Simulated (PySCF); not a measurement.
A PySCF script (with the pyscf-properties extension) for the NMR shieldings of `InChI=1S/C2H11NO3Si3/c3-9(5-7)2-1-8(4)6-9/h4,8H,1-3H2,7H3/t8-,9-/m1/s1`, on a GFN2-xTB geometry:

```python
import basis_set_exchange as bse
import numpy as np
from pyscf import gto, dft
from pyscf.prop import nmr

atoms = """
N     0.965116   -2.293742    0.973127
Si    0.556983   -0.779816    0.267921
O     1.879130    0.128721   -0.020520
Si    2.476760    1.621427   -0.210855
C    -0.566933   -0.883680   -1.259706
C    -2.002328   -0.581845   -0.792890
Si   -1.864858    0.498568    0.762061
O    -1.842362    2.067348    0.344682
O    -0.395562    0.028005    1.317640
H     1.777794   -2.765210    0.614103
H     0.956622   -2.343622    1.978974
H     1.946964    2.522397    0.816631
H     3.914761    1.406301   -0.065951
H     2.106576    2.102715   -1.543926
H    -0.257630   -0.122662   -1.978054
H    -0.527350   -1.839084   -1.780563
H    -2.491816   -1.518728   -0.524739
H    -2.591327   -0.141049   -1.596077
H    -2.765072    0.231375    1.872879
H    -1.280616    2.673260    0.822228
"""
names = dict.fromkeys(["N", "Si", "O", "C", "H"], "pcSseg-1")
basis = {el: gto.basis.parse(bse.get_basis(n, elements=[el], fmt="nwchem")) for el, n in names.items()}
mol = gto.M(atom=atoms, basis=basis, charge=0, verbose=0)
mf = dft.RKS(mol, xc="PBE0")
mf.grids.level = 2
mf.grids.alignment = dft.numint.BLKSIZE   # the property module wants whole blocks of grid points
mf.conv_tol = 1e-9
mf.kernel()

calc = nmr.RKS(mf)   # GIAO
C = mf.mo_coeff
Co = C[:, mf.mo_occ > 0]
resp = mf.gen_response(singlet=True, hermi=2)
def vind(x):   # induced exchange potential for any number of trial vectors
    d = np.einsum("pi,xij,qj->xpq", C, 2 * x.reshape(-1, C.shape[1], Co.shape[1]), Co, optimize=True)
    return np.einsum("xpq,pi,qj->xij", resp(d - d.transpose(0, 2, 1)), C, Co, optimize=True).ravel()
mo1, _ = nmr.rhf.solve_mo1(calc, with_cphf=vind)
sigma = calc.kernel(mo1)
for i, s in enumerate(sigma):   # ppm
    print("%2d %-2s %9.2f" % (i, mol.atom_pure_symbol(i), np.trace(s) / 3))
```

Q: What does it print?

A: 
```
 0 N     238.96
 1 Si    370.63
 2 O     274.49
 3 Si    395.81
 4 C     180.58
 5 C     174.78
 6 Si    361.82
 7 O     281.74
 8 O     221.33
 9 H      31.20
10 H      30.62
11 H      26.61
12 H      26.59
13 H      26.57
14 H      31.05
15 H      30.85
16 H      31.06
17 H      30.56
18 H      26.73
19 H      29.72
```

These numbers come from an equivalent density-fitted implementation of the same equations, which agrees with the script to about 0.01 ppm for H and up to a few tenths of a ppm for heavy atoms, so last digits may differ.

Q: Turn these shieldings into chemical shifts. δ = σ(ref) − σ, references computed at the same level: 15N (σref 267.73) against NH3; 29Si (σref 349.16), 13C (σref 186.93), 1H (σref 31.72) against TMS; 17O (σref 336.08) vs H2O.

A: Averaging equivalent atoms: N 0: 28.8; Si 6: -12.7; Si 1: -21.5; Si 3: -46.7; O 8: 114.8; O 2: 61.6; O 7: 54.3; C 5: 12.1; C 4: 6.3; H 11/12/13: 5.13; H 18: 4.99; H 19: 2.00; H 17: 1.15; H 15: 0.87; H 9/10: 0.81; H 14: 0.67; H 16: 0.65 ppm. Experimental scales use liquid or dissolved standards, which lie at an offset from isolated NH3 (liquid NH3: subtract about 20 ppm) and H2O (liquid H2O: subtract about 36 ppm).

Size and cost of the density-fitted run: 229 basis functions, 91 s wall time on 1 thread of an Arm Neoverse N1, shared host; peak memory 1 GiB.
